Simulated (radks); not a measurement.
The numbers below are computed, except where a source is named.
Excited configurations of Gd: one electron is placed in a higher orbital outside [Xe] 4f7 5d1 6s1. The ground configuration is [Xe] 4f7 5d1 6s2. Level of theory: Dirac Kohn-Sham, LDA (Slater exchange, Perdew-Wang correlation), spin-unpolarised, spherical densities, point nucleus; open shells fill j = l - 1/2 first (a radial shooting solver on a logarithmic mesh with Libxc functionals). Excitation = E - E(ground); binding = E(ion) - E, where the ion is the core of charge +1; n* = 1/sqrt(2 binding) in atomic units, and the quantum defect is n - n*.

outer orbital  excitation (eV)  binding (eV)     n*  quantum defect  eigenvalue (eV)  <r> (bohr)
5f5/2                    5.890         0.932  3.822           1.178           -0.430       16.75
6p1/2                    2.742         4.079  1.826           4.174           -2.091       5.150
6d3/2                    5.263         1.559  2.954           3.046           -0.731       10.83
6f5/2                    6.166         0.656  4.555           1.445           -0.372       28.11
7p1/2                    5.147         1.674  2.851           4.149           -0.968       12.25
7d3/2                    5.860         0.962  3.762           3.238           -0.553       20.43
7f5/2                    6.343         0.478  5.334           1.666           -0.295       42.09

Estimate the row for 7s1/2.

Answer. excitation (eV) 4.574; binding (eV) 2.248; n* 2.460; quantum defect 4.540; eigenvalue (eV) -1.327; <r> (bohr) 9.717. The Delta-SCF ionisation energy is 6.822 eV (NIST Atomic Spectra Database: 6.150 eV, measured). Self-interaction in the functional shifts the binding energies and quantum defects, so they are the method's values and not measured ones. Spin polarisation and multiplet splitting are left out, so open shells lie too high by an amount that depends on their filling.

Beside tabulated values, note that spin-unpolarised runs miss the spin-polarisation part of the exchange energy of open shells.
